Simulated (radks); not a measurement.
Q: Valence configurations of the calcium ion Ca+ (all share [Ar]). Method: scalar-relativistic Kohn-Sham, SCAN, spin-unpolarised, spherical densities, finite nucleus; meta-GGA in the generalised Kohn-Sham scheme; Fermi nuclear charge, rms radius 3.4776 fm; computed with a radial shooting solver on a logarithmic mesh with Libxc functionals. Order these by energy: 4s0.5 4p0.5; 4p1; 4s1; 3d1; 3d0.5 4p0.5; 3d0.5 4s0.5.

A: From the lowest, in eV above it: 4s1 0.000; 3d0.5 4s0.5 0.659; 4s0.5 4p0.5 1.526; 3d1 1.526; 3d0.5 4p0.5 2.015; 4p1 3.003. NIST lists [Ar] 4s1 as the ground configuration; this level of theory agrees among the configurations tried. The energies are those of spherical spin-averaged densities, not of single terms.
